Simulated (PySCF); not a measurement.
**UHF on Ar (argon, neutral)**

Configuration: [Ar], closed-shell 1S. Calculation: PySCF 2.14, in def2-TZVP; no relativity, point nucleus.

```json
{"Total energy": "-526.802760 hartree", "One-electron energy": "-728.2268 hartree", "Hartree (Coulomb) energy": "231.6105 hartree", "Exchange energy": "-30.1864 hartree", "Kinetic energy": "526.78803 hartree", "⟨S²⟩": "0.0000", "⟨L²⟩": "0.000", "Sum of ⟨r⟩": "16.06 bohr", "Sum of ⟨r²⟩": "25.95 bohr²", "Density at the nucleus (Gaussians lack the cusp)": "3700 bohr⁻³", "Langevin diamagnetic susceptibility": "-20.6 ×10⁻⁶ cm³/mol", "Time after the integrals": "0.11 s of wall time on 1 thread of Neoverse-N1 (shared host)"}
```

```
shell  electrons  mean orbital energy (hartree)  rms radius, mean of both spins (bohr)
   1s          2                     -118.60743                                 0.0998
   2s          2                      -12.32197                                  0.449
   2p          6                       -9.57121                                  0.418
   3s          2                       -1.27656                                   1.53
   3p          6                       -0.58991                                   1.82
```
